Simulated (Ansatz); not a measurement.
The same path of ClH6InO3Si (12 atoms, charge 0, multiplicity 1) was run twice with different band settings. Lost on the way: O7–H12. Made: O2–H12.

Level of theory: RKS LDA/def2-SVP (Ansatz).

Relaxed end points:

```xyz
12
Properties=species:S:1:pos:R:3
In 0.080 -0.030 0.167
O -0.284 -0.452 2.174
H -1.146 -0.846 2.409
Cl 2.298 -0.395 -0.408
O -1.394 -0.028 -1.158
H -2.107 0.564 -0.844
O 0.279 1.742 1.492
Si 1.726 2.594 1.700
H 2.795 1.708 2.279
H 2.131 3.106 0.348
H 1.462 3.746 2.633
H -0.027 0.942 2.167
```

```xyz
12
Properties=species:S:1:pos:R:3
In 0.449 0.232 0.538
O -0.924 -0.755 1.994
H -1.581 -0.499 1.233
Cl 2.018 -1.129 -0.494
O -1.470 0.255 -0.173
H -1.602 -0.156 -1.049
O 0.865 1.782 1.705
Si 2.013 2.971 1.624
H 3.418 2.414 1.657
H 1.883 3.802 0.367
H 1.829 3.877 2.814
H -1.085 -0.142 2.743
```

Common settings: movable images 7; climbing image yes; optimiser quadratic models (default); start path through a guess of the saddle point; force threshold 0.05 eV/Å; iteration limit 60; end points relaxed.

| run | spring |
| --- | --- |
| 1 | 5.0 eV/Å² |
| 2 | 50.0 eV/Å² |

Question: What does each run give, and how far can it be trusted?

Answer: Run 1: converged after 30 iterations, highest image 0.000 eV above the first end. The highest image is an end point: on this band no image between the ends rises above it. A vibrational analysis next to that end finds imaginary modes (75i cm⁻¹), so it isn't a minimum. Between wells the path still climbs a hump at image 4, 0.06 eV above the well before it.
Run 2: converged after 30 iterations, highest image 0.000 eV above the first end. The highest image is an end point: on this band no image between the ends rises above it. Between wells the path still climbs a hump at image 4, 0.09 eV above the well before it.
The orbitals stay closed-shell, which can raise the energy where a bond breaks towards radicals; this wasn't checked here.
